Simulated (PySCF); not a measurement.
**Exercise with solution: oscillator strength and radiative lifetime**

F4H2Si2, SMILES F[SiH2][Si](F)(F)F.

The structure is a stationary point at ωB97X-D3(BJ)/def2-SVP. One conformer was computed; it need not be the lowest.

TDDFT-PBE/def2-SVPD in PySCF puts the first singlet state with f over 0.02 at 7.45 eV (vertical), with the transition dipole (0.000, 0.000, 0.578) in atomic units.

Problem. Find the oscillator strength, the wavelength and the radiative lifetime that this transition would have in vacuum if emission retraced absorption.

Solution. 
|μ|² = 0.3341 au, so |μ| = 1.47 D. ΔE = 7.45/27.211 = 0.2738 hartree. f = (2/3) ΔE |μ|² = 0.061 (the program prints 0.061).
λ = 1239.84/7.45 = 166 nm; ν = 60088 cm⁻¹.
Einstein's coefficient A = 0.6670 ν² f s⁻¹ (ν in cm⁻¹) = 1.5e8 s⁻¹, so τ = 1/A = 6.8 ns. This state is S3; the lower singlets have f = 0.016, 0.001. The figure is the radiative limit of this one transition; relaxation, internal conversion, crossing to triplets and a medium change what is measured.
